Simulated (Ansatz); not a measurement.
C$_{2}$H$_{8}$O$_{2}$Si$_{2}$ (`C=C[SiH2][SiH](O)O`), relaxed with RKS PBE0-D4/def2-TZVP in Ansatz from a GFN2-xTB geometry. The force threshold is 0.005 eV/Å; the program also tests the step.

The species carries charge 0 and has multiplicity 1.

Start:

```xyz
14

C     0.837   -1.898    1.029
C     1.589   -1.150    0.237
Si    1.077    0.501   -0.530
Si   -1.091    1.034   -0.004
O    -1.308    2.496   -0.675
O    -2.207    0.077   -0.734
H     1.175   -2.834    1.449
H    -0.164   -1.602    1.305
H     2.587   -1.504    0.007
H     1.353    0.350   -1.974
H     2.049    1.498   -0.048
H    -1.477    1.101    1.415
H    -2.184    2.788   -0.913
H    -2.236   -0.858   -0.564
```

```
         step  energy (eV)  largest force (eV/Å)  largest move (Å)
            1  -22045.1557                 1.203             0.000
            2  -22045.2445                 0.407             0.142
            3  -22045.2641                 0.172             0.065
            4  -22045.2688                 0.093             0.034
            5  -22045.2695                 0.272             0.046
            6  -22045.2747                 0.066             0.061
            7  -22045.2754                 0.181             0.044
 8 (rejected)  -22045.2729                 0.224             0.149
            9  -22045.2788                 0.133             0.072
           10  -22045.2795                 0.083             0.065
           11  -22045.2799                 0.114             0.053
           14  -22045.2817                 0.042             0.018
           17  -22045.2820                 0.018             0.022
           20  -22045.2823                 0.030             0.029
23 (rejected)  -22045.2821                 0.338             0.072
           26  -22045.2835                 0.066             0.024
29 (rejected)  -22045.2834                 0.466             0.051
           32  -22045.2891                 0.219             0.041
           35  -22045.3148                 0.189             0.142
           38  -22045.3357                 0.292             0.100
           41  -22045.3508                 0.232             0.073
           44  -22045.3586                 0.059             0.054
           47  -22045.3645                 0.072             0.015
           50  -22045.3672                 0.056             0.082
53 (rejected)  -22045.3678                 0.014             0.016
           56  -22045.3680                 0.004             0.005
```

End:

```xyz
14

C     0.781   -1.933    0.979
C     1.615   -1.143    0.307
Si    1.115    0.451   -0.526
Si   -1.088    1.040    0.030
O    -1.414    2.355   -0.907
O    -2.155   -0.198   -0.209
H     1.117   -2.854    1.447
H    -0.275   -1.700    1.089
H     2.659   -1.449    0.238
H     1.241    0.308   -2.006
H     2.046    1.544   -0.121
H    -1.283    1.362    1.468
H    -2.218    2.845   -0.724
H    -2.142   -0.629   -1.065
```

Run time 100 s (2 threads of an AMD EPYC 7R13 on a shared host and a share of an NVIDIA H100 80 GB); peak host memory 0.91 GiB.
